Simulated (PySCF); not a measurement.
## Stationary points of TaF₄

Level of theory: PySCF, B3LYP, basis Ta def2-SVP with ECP60, F def2-SVP (scalar-relativistic core potentials, no spin–orbit coupling, density fitting).

Relaxations began from a few typed shapes; open shells are unrestricted. The search is not exhaustive: other isomers or separated fragments can lie lower, and high-lying points may rest on an excited occupation.

Order these stationary points by electronic energy, lowest first, in kJ/mol from the lowest minimum.
A. doublet D2d: Ta–F 1.878 Å (×4); F–Ta–F 96.7° (×4), F–Ta–F 140.1° (×2)
B. doublet D4h: Ta–F 1.888 Å (×4); F–Ta–F 90.0° (×4), F–Ta–F 180.0° (×2)
C. doublet D2d: Ta–F 1.896 Å (×4); F–Ta–F 97.5° (×2), F–Ta–F 115.8° (×4)

A (0.0), B (50.1), C (58.3).

Which of them are minima?

By energy in kJ/mol, 0.0: minimum; 50.1: saddle point, 2 imaginary modes; 58.3: saddle point, 1 imaginary mode.

Formally Ta is in oxidation state +4, d1, with 1 unpaired electron. The Mulliken spin on Ta is 0.98. The polar-tensor charge on Ta, 2.47, is below the formal one.

For the lowest minimum: other spin states or occupations of the open shell can lie lower. No spin–orbit coupling is included, which matters more the heavier the element.
